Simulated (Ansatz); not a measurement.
Molecule (SMILES): [S]=[Ge] (S-Ge) (closed-shell singlet).
Atoms: Ge1, S2. Bonds: Ge1-S2.

Basis-set convergence of the highest harmonic wavenumber at MP2 with Ansatz (a program for electronic structure). Each level at its own minimum, finite differences of forces, unscaled; the reference is a large set that could be run, not a limit. Cartesian d functions, on some or all atoms, in 6-31G*, 6-311G**; all else is spherical. Cores are frozen (with 3d on Ga to Br). No added dispersion term, no relativity. Reference: the value in def2-QZVPP, 580 cm⁻¹, itself unsure by roughly 3 cm⁻¹ (its mean distance from cc-pV(Q+d)Z, aug-cc-pV(T+d)Z, def2-TZVPPD). Deviations are taken from unrounded values. Cost is core time over that of cc-pV(D+d)Z, rough, on shared machines of one kind.

```
basis            functions  highest harmonic wavenumber (cm⁻¹)  minus reference (cm⁻¹)  cost
---------------  ---------  ----------------------------------  ----------------------  ----
cc-pV(D+d)Z             50                                 578                      -2    1×
def2-SVP                50                                 584                       4  0.9×
6-31G*                  54                                 581                       1    1×
aug-cc-pV(D+d)Z         68                                 564                     -16    1×
6-311G**                71                                 577                      -3    2×
pcseg-2                 77                                 585                       4    2×
cc-pV(T+d)Z             82                                 580                      -1    2×
def2-TZVP               85                                 580                      -1    2×
def2-TZVPP              90                                 580                       0    3×
def2-TZVPPD            105                                 578                      -2    2×
aug-cc-pV(T+d)Z        114                                 575                      -6    4×
cc-pV(Q+d)Z            132                                 580                       0   10×
def2-QZVPP             159                                 580                       0   10×
```

The smallest set listed that lies within 50 cm⁻¹ of the reference with all its larger relatives (same family, alike in diffuse functions; a set with none counts only in the reference's own line) is cc-pV(D+d)Z (50 functions, 1× in cost, -2 cm⁻¹ off), level with def2-SVP. Inside, with no larger relative to test it: pcseg-2, def2-TZVPPD.
